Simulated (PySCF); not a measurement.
**How methods differ on the interval between two levels of Si**

Si [Ne] 3s2 3p2 [3P2, M_J = 2] → Si [Ne] 3s1 3p3 [5S2, M_J = 2], as a difference of total energies. Computed with PySCF 2.14 in x2c-TZVPall-2c with one added diffuse shell each of s, p type (6s7p2d1f, 44 functions), with the two-component X2C-1e Hamiltonian. Correlated levels: [Ne] frozen; the 6 highest virtual spinors dropped. "Screened" scales the spin-orbit matrix elements by Boettger's factors to mimic the two-electron term; Breit and QED terms are absent.

```
                    method  interval between two levels (cm⁻¹)
           GHF (spin-free)                               20785
          GMP2 (spin-free)                               28873
 GHF (screened spin-orbit)                               20705
GMP2 (screened spin-orbit)                               28792
```

The labels give the starting determinants; with spin-orbit coupling the two ends relaxed to ⟨J²⟩ = 6.01, ⟨L²⟩ = 2.01, ⟨S²⟩ = 2.00 and ⟨J²⟩ = 6.00, ⟨L²⟩ = 0.00, ⟨S²⟩ = 6.00.
